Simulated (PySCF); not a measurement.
NICS in isomers of C6H8F3P.

NICS is the negative of the GIAO shielding at a point without a nucleus: at the ring centre (0) and 1 Å above and below it (1); zz is the component along the ring normal. Level: GIAO PBE0/pcSseg-1 (PySCF, non-relativistic, gas phase) on the PBE0-D3(BJ)/def2-SVP geometries, one conformer each. Atom numbers follow the mapped SMILES.

Task: Order these rings by mean NICS(1)zz, lowest (most negative) first (ppm).
A. ring C2–C3–P4 in `[CH3:1][C:2]1=[CH:3][P:4]1[CH2:5][CH2:6][C:7]([F:8])([F:9])[F:10]`
B. ring C2–C3–P8–C9–C10 in `[CH3:1][C:2]1=[C:3]([C:4]([F:5])([F:6])[F:7])[PH:8][CH2:9][CH2:10]1`
C. ring C2–C3–C4–P5–C10 in `[CH3:1][C:2]1=[CH:3][CH2:4][P:5]([C:6]([F:7])([F:8])[F:9])[CH2:10]1`
D. ring C4–C5–P6 in `[CH3:1][CH:2]([CH3:3])[C:4]1=[CH:5][P:6]1[C:7]([F:8])([F:9])[F:10]`

Result: D (-20.0), A (-18.5), C (-4.9), B (-0.3).

```csv
SMILES,ring,NICS(0),NICS(1),NICS(1)zz,HOMA,rms pucker (Å),ring atoms with four or more neighbours
CC(C)C1=CP1C(F)(F)F,"3-membered ring with P; formal bonds 1 double, 2 single",-28.0,-9.6,-20.0,-0.98,0.00,0
CC1=CP1CCC(F)(F)F,"3-membered ring with P; formal bonds 1 double, 2 single",-26.3,-8.6,-18.5,-1.08,0.00,0
CC1=CCP(C(F)(F)F)C1,"5-membered ring with P; formal bonds 1 double, 4 single",-3.0,-3.2,-4.9,–,0.04,2
CC1=C(C(F)(F)F)PCC1,"5-membered ring with P; formal bonds 1 double, 4 single",-3.7,-3.0,-0.3,–,0.14,2
```

NICS(0) gives another order. The isotropic NICS(1) gives the same order. HOMA uses Krygowski's 1993 parameters; it is left out where a ring has a four-coordinate atom, a triple bond, no multiple bond or a kind of bond without parameters. NICS(1) and NICS(1)zz are means over the two faces.
